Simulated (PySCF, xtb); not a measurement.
C2H6MoO2, SMILES [CH3][Mo]([CH3])(=[O])=[O], multiplicity 1.

xtb 6.7.1 with GFN2-xTB at its own geometry gives an orbital gap of 2.81 eV and a dipole moment of 5.52 D.

Coordinates come from a B3LYP-D3(BJ)/def2-SVP optimisation. The multiplicity is an assumed one; no other spin state was optimised. The structure was generated by enumeration; whether it is a known compound was not checked. The def2 effective core potentials stand for the cores of Mo; spin–orbit coupling is left out.

Q: What does PySCF with PBE/def2-TZVP give? (An estimate is asked for; the answer gives what the named calculation found.)

A: gap 3.65 eV (levels -7.26 and -3.61 eV), dipole 3.21 D.
